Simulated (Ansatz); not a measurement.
A made-up structure of CH$_{4}$GeN (charge +1), closed shell:

```
7
angstrom
C -0.8199 -0.5224 -0.2024
N 0.0670 -0.0145 -0.9521
Ge 0.4732 0.3486 0.9184
H -1.7137 -1.0931 -0.4492
H -1.4538 -0.2232 0.5928
H 0.2121 1.8018 1.2603
H 1.6403 -0.4920 1.3956
```

It is relaxed with PBE-D4/def2-SVP and then PBE0-D4/def2-TZVP (Ansatz 0.2.0). Atoms count as bonded within 1.22 times the sum of their covalent radii (H–H: 0.88 Å). The end point is not checked to be a true minimum.

Q: Does its bonding change? (A judgement: the text doesn't fix the answer.)

A: The calculation gives: Yes. Formed: none; broken: C1–Ge3.

Where it ends: The first stage lowers the energy by 3.22 eV in 17 steps. It ends as CH₄GeN ([CH2][N][GeH2]), total charge +1:
C1  (-1.391, -0.727, -0.191)
N2  (-0.403, -0.133, 0.282)
Ge3  (0.951, 0.680, 0.931)
H4  (-1.473, -0.914, -1.265)
H5  (-2.202, -1.074, 0.457)
H6  (0.819, 2.185, 1.014)
H7  (2.104, -0.212, 1.336)
(Å)

Labels in which every atom is bracketed show which atoms are joined, not bond orders.

For scale, one of the runs: PBE0-D4/def2-TZVP relaxation, 134 basis functions, launched by `ansatz run in.yaml --threads 2 --pin off --events-out ev --progress --plain --max-ram 4352MiB`. Hardware: 2 CPU threads of an Arm Neoverse V2, shared host. Wall time about 15 s.
